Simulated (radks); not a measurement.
Results of a calculation; reference values are marked as such.
The erbium ion Er2+, 66 electrons, occupied as [Kr] 4d10 4f12.25 5s2 5p5.75 (fractional occupations, a model configuration). Level of theory: Dirac Kohn-Sham, PBE, spin-unpolarised, spherical densities, finite nucleus; open shells fill j = l - 1/2 first; Fermi nuclear charge, rms radius 5.2516 fm (a radial shooting solver on a logarithmic mesh with Libxc functionals). Some entries of the table are withheld. Estimate them.

orbital  occ.  eigenvalue (hartree)  <1/r> (bohr^-1)
1s1/2       2             -2106.016            77.54
2s1/2       2             -354.0192            18.65
2p1/2       2             -337.2584            18.63
2p3/2       4             -303.5637            16.15
3s1/2       2             -79.68801            6.826
3p1/2       2             -72.32428            6.742
3p3/2       4             -65.24697            6.110
3d3/2       4             -52.64034              (1)
3d5/2       6             -51.09346              (2)
4s1/2       2             -16.10768            2.854
4p1/2       2             -13.16393            2.744
4p3/2       4             -11.57364            2.526
4d3/2       4              -6.72723            2.303
4d5/2       6              -6.43857            2.249
5s1/2       2                   (3)            1.062
5p1/2       2              -1.63212           0.9304
5p3/2    3.75              -1.43545           0.8541
4f5/2       6              -0.63537            1.651
4f7/2    6.25              -0.59602            1.621
6s1/2       0              -0.54705           0.3817
5d3/2       0              -0.50235           0.5305
5d5/2       0              -0.48954           0.5163

Answer. 
(1) 3d3/2 <1/r> (bohr^-1): 5.995
(2) 3d5/2 <1/r> (bohr^-1): 5.841
(3) 5s1/2 eigenvalue (hartree): -2.42318
